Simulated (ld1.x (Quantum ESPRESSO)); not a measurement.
**Varying the RRKJ potential for platinum (Pt)**

Base potential:

```
Element                 : platinum
Generator               : ld1.x (Quantum ESPRESSO) 7.5
Type                    : norm-conserving RRKJ (Kleinman–Bylander form)
Functional              : PBEsol
Relativity              : scalar-relativistic
Frozen core             : [Xe] 4f14
Valence charge          : 10
Reference configuration : 5d7 6s0 6p0 (charge +3)
Partial waves           : 6p (bound, empty): rc 2.25 bohr; 5d (bound): rc 1.95 bohr; 6s (bound, empty): rc 2.05 bohr
Local potential         : the s channel
Core correction         : none
```

All-electron outer shells of the reference configuration (PBEsol, scalar-relativistic, ld1.x):

```csv
shell,level (eV),outermost node (bohr),outermost maximum (bohr)
5p,-90.88,0.53,0.98
5d,-38.80,0.57,1.23
6s,-32.33,1.12,2.10
6p,-23.00,1.31,2.57
```

Cutoffs, loose and tight: the cutoffs (Ry, on a coarse ladder) from which the occupation-weighted sum of valence levels, in a spherical-Bessel basis at the reference potential, stays within 10 and 1 mRy of its value at 400 Ry. They do not see the model core or the augmentation charge, which bear on the density cutoff. Test errors are all-electron minus pseudo excitation energies from the reference, over the configurations 5d9 6s1 6p0; 5d9 6s0 6p0; 5d8 6s0 6p0; 5d10 6s0 6p0; 5d8 6s2 6p0; 5d9.5 6s0.5 6p0; 5d6 6s0 6p0. A dash means not determined; rows that change the core or the reference have their own tests.

```csv
change,outcome,"cutoff, loose","cutoff, tight",bound ghosts,largest test error (meV)
base,generated,40 Ry,40 Ry,none,-390
wave 5d (bound): rc 1.95 bohr becomes 5d (bound): rc 1.26 bohr,generated,100 Ry,160 Ry,none,-401
wave 5d (bound): rc 1.95 bohr becomes 5d (bound): rc 1.66 bohr,generated,40 Ry,70 Ry,none,-399
wave 5d (bound): rc 1.95 bohr becomes 5d (bound): rc 1.78 bohr,generated,40 Ry,45 Ry,none,-398
wave 5d (bound): rc 1.95 bohr becomes 5d (bound): rc 1.94 bohr,generated,40 Ry,40 Ry,none,-390
wave 5d (bound): rc 1.95 bohr becomes 5d (bound): rc 2.42 bohr,generated,30 Ry,35 Ry,none,-271
wave 5d (bound): rc 1.95 bohr becomes 5d (bound): rc 2.56 bohr,generated,30 Ry,35 Ry,none,-199
wave 5d (bound): rc 1.95 bohr becomes 5d (bound): rc 2.72 bohr,generated,25 Ry,35 Ry,none,-92
wave 5d (bound): rc 1.95 bohr becomes 5d (bound): rc 2.96 bohr,generated,21 Ry,30 Ry,none,+292
```

Q: What comes out with this change to the base: wave 5d (bound): rc 1.95 bohr becomes 5d (bound): rc 1.48 bohr?

A: outcome: generated; cutoff, loose: 70 Ry; cutoff, tight: 100 Ry; bound ghosts: none; largest test error (meV): -400.

Q: What comes out with this change to the base: wave 5d (bound): rc 1.95 bohr becomes 5d (bound): rc 2.22 bohr?

A: outcome: generated; cutoff, loose: 35 Ry; cutoff, tight: 40 Ry; bound ghosts: none; largest test error (meV): -353.

Reading the sweep of the d radius (base included, trends over the rows without a ghost): The loose cutoff falls from 100 Ry at 1.26 to 21 Ry at 2.96 bohr. A larger radius leaves more room for a smooth pseudo-wave, so fewer plane waves are needed; a smaller one forces it to follow the all-electron wave where it bends sharply. The median size of the test errors (rows with all tests solved) is not monotonic: lowest 31.7 meV at 2.72 bohr, highest 184.2 meV at 2.96 bohr.
